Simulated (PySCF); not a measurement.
Species: C₃H₇BS₂.
Bonds: C1–B2, B2–S3, S3–C4, C4–C5, C5–S6, B2–S6. Hydrogens: H7, H8, H9 on C1; H10, H11 on C4; H12, H13 on C5.

Method: PySCF 2.14.0, PBE0-D3(BJ)/def2-SVP geometry optimisation, gas phase.

Question: What internal coordinates does the optimisation give?

Answer: 
```
                   bond  length (Å)   order
                  C1–B2       1.568  single
           B2–S3, B2–S6       1.802  single
           S3–C4, C5–S6       1.829  single
                  C4–C5       1.514  single
    C1–H7, C1–H8, C1–H9       1.101  single
C4–H10 and 3 like bonds       1.101  single
```

Bonds in one row agree within 0.01 Å and their mean is given. Orders are formal, as drawn. A selection of angles:
```
     angle  degrees
  B2–C1–H7    112.1
  B2–C1–H8    112.8
  B2–C1–H9    108.9
  H7–C1–H8    108.8
  H7–C1–H9    106.7
  C1–B2–S3    123.4
  S3–B2–S6    113.9
  B2–S3–C4     95.8
  S3–C4–C5    109.8
 S3–C4–H10    107.7
 S3–C4–H11    108.6
 C5–C4–H10    111.0
H10–C4–H11    108.3
```

Dihedral angles: C1–B2–S3–C4 172° (antiperiplanar); B2–S3–C4–C5 32° (synclinal); S3–C4–C5–S6 -43° (synclinal); C4–C5–S6–B2 32° (synclinal); C1–B2–S6–C5 168° (antiperiplanar). The mirror-image conformer, all signs reversed, is as good.

The 5-membered ring B2–S3–C4–C5–S6 has internal angles of 95.8° to 113.9°; it is puckered, 0.18 Å rms from its mean plane, widest ring torsion 43°. B2 (three-coordinate boron) is planar (angles 123.4°, 122.8° and 113.9°, sum 360.0°, 0.01 Å off the plane of its three neighbours). S3 (sulfur bonded to B and C) is bent (angle 95.8°).

Not checked by PBE0-D3(BJ)/def2-SVP frequencies. One conformer, not necessarily the lowest.
